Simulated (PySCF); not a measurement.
## Mo (molybdenum, neutral): UHF calculation

Configuration: [Kr] 4d5 5p1, high-spin 7P determinant (an excited configuration). All numbers are calculated (PySCF 2.14, scalar relativity through the core potential, in aug-cc-pwCVTZ-PP with ECP28MDF (8s8p7d4f3g, 122 functions)).

| Quantity | Value |
| --- | --- |
| Total energy | -67.239819 hartree |
| One-electron energy | -115.5263 hartree |
| Hartree (Coulomb) energy | 55.6752 hartree |
| Exchange energy | -7.3887 hartree |
| ⟨S²⟩ | 12.0020 |
| ⟨L²⟩ | 2.358 |
| Sum of ⟨r⟩ | 24.52 bohr |
| Sum of ⟨r²⟩ | 66.56 bohr² |
| Traceless quadrupole moment −½Σ⟨3z² − r²⟩ along its main axis | -13.8 e·bohr² |
| Time after the integrals | roughly 5 core-seconds |

```json
{"shell": "4s α", "electrons": "1", "mean orbital energy (eV)": "-83.674", "spread (eV)": "0", "rms radius, mean of both spins (bohr)": "1.20"}
{"shell": "4s β", "electrons": "1", "mean orbital energy (eV)": "-77.263", "spread (eV)": "0", "rms radius, mean of both spins (bohr)": "1.20"}
{"shell": "4p α", "electrons": "3", "mean orbital energy (eV)": "-53.698", "spread (eV)": "0.279", "rms radius, mean of both spins (bohr)": "1.34"}
{"shell": "4p β", "electrons": "3", "mean orbital energy (eV)": "-45.126", "spread (eV)": "0.094", "rms radius, mean of both spins (bohr)": "1.34"}
{"shell": "4d α", "electrons": "5", "mean orbital energy (eV)": "-10.952", "spread (eV)": "0.475", "rms radius, mean of both spins (bohr)": "2.09"}
{"shell": "5p α", "electrons": "1", "mean orbital energy (eV)": "-3.580", "spread (eV)": "0", "rms radius, mean of both spins (bohr)": "5.57"}
```

Energies and moments cover only the electrons outside the core potential.
